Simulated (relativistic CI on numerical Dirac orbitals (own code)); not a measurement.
# Ir⁵⁸⁺: q coefficients and field-shift factors

These numbers are calculated, not measured: Dirac-Coulomb-Breit CI, separate exchange-only KLI orbitals for each configuration, derivatives by finite differences, unscaled Slater integrals, QED left out (own radial code, finite nucleus).

Configurations in the expansion (outside the closed core [Ne]): 3s²3p⁶3d, 3s²3p⁵3d², 3s3p⁶3d², 3s²3p⁶4s, 3s²3p⁶4p, 3p⁶3d³, 3p⁵3d⁴. Double excitations out of closed p, d and f shells are left out; levels of such configurations are missing from the list, as are those of other unlisted configurations, and high levels can miss mixing partners.

With x = (α/α₀)² − 1 an excitation energy changes as ω = ω₀ + qx; K = 2q/ω₀ is the relative enhancement. Terms are leading LS components, so labels can repeat. The field-shift factor is F = δν/δ⟨r²⟩ for the transition from the lowest level.

Lowest level 3s²3p⁶3d ²D3/2.

| Level | ω₀ (cm⁻¹) | q (cm⁻¹) | K | F (GHz/fm²) |
| --- | --- | --- | --- | --- |
| 3s²3p⁶3d ²D5/2 | 750446 | 764600 | 2.04 | 21.9 |
| 3s²3p⁵3d² ⁴D°3/2 | 2156660 | 148100 | 0.137 | 27.1 |
| 3s²3p⁵3d² ⁴D°1/2 | 2176349 | 179800 | 0.165 | 27.8 |
| 3s²3p⁵3d² ⁴F°5/2 | 2217305 | 150200 | 0.135 | 27.5 |
| 3s²3p⁵3d² ²G°7/2 | 2237316 | 134500 | 0.12 | 27.2 |
| 3s²3p⁵3d² ²P°3/2 | 2435870 | 176200 | 0.145 | 28.5 |
| 3s²3p⁵3d² ⁴D°5/2 | 2856086 | 902200 | 0.632 | 48.6 |
| 3s²3p⁵3d² ⁴G°9/2 | 2894012 | 890500 | 0.615 | 48.8 |
| 3s²3p⁵3d² ⁴F°7/2 | 2921860 | 905500 | 0.62 | 49.4 |
| 3s²3p⁵3d² ⁴D°3/2 | 2956441 | 914000 | 0.618 | 48.5 |
| 3s²3p⁵3d² ⁴P°5/2 | 2972892 | 906300 | 0.61 | 49.2 |
| 3s²3p⁵3d² ²H°11/2 | 2987627 | 889100 | 0.595 | 49.7 |
| 3s²3p⁵3d² ²G°7/2 | 3000158 | 896900 | 0.598 | 49.3 |
| 3s²3p⁵3d² ²S°1/2 | 3058306 | 910000 | 0.595 | 48.8 |
| 3s²3p⁵3d² ²F°7/2 | 3094773 | 907500 | 0.586 | 50.3 |
| 3s²3p⁵3d² ⁴D°5/2 | 3111023 | 908100 | 0.584 | 50.3 |
| 3s²3p⁵3d² ²G°9/2 | 3138238 | 903600 | 0.576 | 50.4 |
| 3s²3p⁵3d² ⁴S°3/2 | 3140437 | 918300 | 0.585 | 50.3 |
| 3s²3p⁵3d² ²D°3/2 | 3298304 | 948400 | 0.575 | 39 |
| 3s²3p⁵3d² ²F°5/2 | 3365022 | 919000 | 0.546 | 48.4 |
| 3s²3p⁵3d² ²P°1/2 | 3419406 | 915300 | 0.535 | 44.4 |
| 3s²3p⁵3d² ⁴G°11/2 | 3644950 | 1.636e+06 | 0.898 | 70.8 |
| 3s²3p⁵3d² ²D°5/2 | 3711409 | 1.658e+06 | 0.893 | 70.8 |

At this charge energies of transitions that change n are usually good to better than 1 %, and those within a shell (Δn = 0) to a few per cent.
